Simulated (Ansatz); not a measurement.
`O[Si](F)(F)Br` + H₂ → `F[SiH](F)Br` + H₂O at 298.15 K and 1 bar (hydrogenolysis of the Si–O bond).

Computed with Ansatz on PBE0-D4/def2-TZVP structures; ΔE is electronic, products minus reactants. CBS: MP2 limit from def2 TZ/QZ plus the TZ coupled-cluster correction, frozen cores. This one scheme is used for every species. For Br outer-core shells are correlated without core-valence functions, which leaves a few kJ/mol of doubt a bond. Scalar relativity is left out up to krypton. One conformer a species, not always the lowest.

```tsv
species	CCSD(T)/CBS energy (Eh)	H − E (kJ/mol)	S (J/(mol·K))
`O[Si](F)(F)Br`	-3138.00572	76.0	341.5
H₂	-1.17544	35.1	130.4
`F[SiH](F)Br`	-3062.76774	57.4	311.3
H₂O	-76.37941	66.4	188.7
```

H − E and S are ideal-gas, rigid-rotor, harmonic terms from PBE0-D4/def2-TZVP, for one conformer and one mirror image of each species. For small species the MP2-based limit differs from directly extrapolated CCSD(T) by up to some mEh (0.8 for H₂); such offsets cancel only in part. 1 Eh = 2625.50 kJ/mol, R = 8.31446 J/(mol·K).

Problem. By hand: ΔE, ΔH, ΔS and ΔG.

Solution. ΔE = (-3062.76774) + (-76.37941) − (-3138.00572) − (-1.17544) = 0.03401 Eh = 89.3 kJ/mol. Δ(H − E) = 57.4 + 66.4 − 76.0 − 35.1 = 12.7, so ΔH = 102.0 kJ/mol. ΔS = 311.3 + 188.7 − 341.5 − 130.4 = 28.1 J/(mol·K). ΔG = 102.0 − 298.15 × (28.1)/1000 = 93.6 kJ/mol.

Problem. By hand: the equilibrium constant, and the temperature at which ΔG would vanish if ΔH and ΔS stayed fixed.

Solution. log₁₀ K = −ΔG/(RT ln 10) = -16.4. ΔG = 0 at ΔH/ΔS = 3630 K, far beyond where these terms or the molecules hold.

ΔH outweighs TΔS. A doubt of 5 kJ/mol in ΔE shifts log₁₀ K by 0.9 here. Other conformers and mirror images would add mixing entropy, several J/(mol·K) or more a flexible species. These are equilibria of isolated gas molecules and say nothing of rates. Largest T1 diagnostic: 0.010 (customary marks: 0.02 for closed shells, 0.045 for open ones).
